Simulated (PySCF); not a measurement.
SMILES OB(O)O[SiH2][O][GeH3], PBE0/def2-SVP optimised geometry. Atoms within 1.6 Å of the plane z = 0.0 Å (x, y, z in Å): Si3 (1.54, 0.44, -0.31), O4 (0.32, -0.63, 0.00), B5 (-1.05, -0.63, 0.00), O6 (-1.68, -1.83, 0.00), O7 (-1.80, 0.51, 0.00), H11 (1.04, 1.83, -0.12), H12 (2.64, 0.13, 0.65), H13 (-2.64, -1.72, 0.01), H14 (-1.28, 1.32, 0.01).

Computed with PBE0/def2-TZVP (PySCF). Cells within 0.4 Å of a nucleus heavier than hydrogen are left out (blank, or x).

Map of the electron localisation function on the plane z = 0.0 Å:

```
|0000000000000000000000000000000|
|0000000000000000000000000000000|
|0000000000000000000000000000000|
|0000000000000000000000000000000|
|0000000000000000000000000000000|
|0000000000000000367741000000000|
|0000000000000003999997100000000|
|0000000000000006999999300000000|
|0000000000231006999999400000000|
|0000000002575004999999300000000|
|0000001124899302999998200000000|
|0000013456899501899985222100000|
|0000036787898400376101466520000|
|000014789xx76100220570699852000|
|000003688xx76114650xx0899973000|
|0000013677885257883011999973000|
|000000012460x187x88315999861000|
|00000000012xxx8xxx8413788620000|
|000001333572x177x88400243100000|
|0000468987886137887300000000000|
|000168999xxx7103676200000000000|
|000157998xxx7300243100000000000|
|0000246768898400011000000000000|
|0000012247887300000000000000000|
|0000000025665200000000000000000|
|0000000002332100000000000000000|
|0000000000110000000000000000000|
|0000000000000000000000000000000|
|0000000000000000000000000000000|
|0000000000000000000000000000000|
|0000000000000000000000000000000|
```
Scale: ten equal steps from 0.000 (start of '0') to 1.000 (end of '9'), in the order '0123456789'; x runs from -5.00 to 5.00, y from -5.00 (bottom) to 5.00 (top).
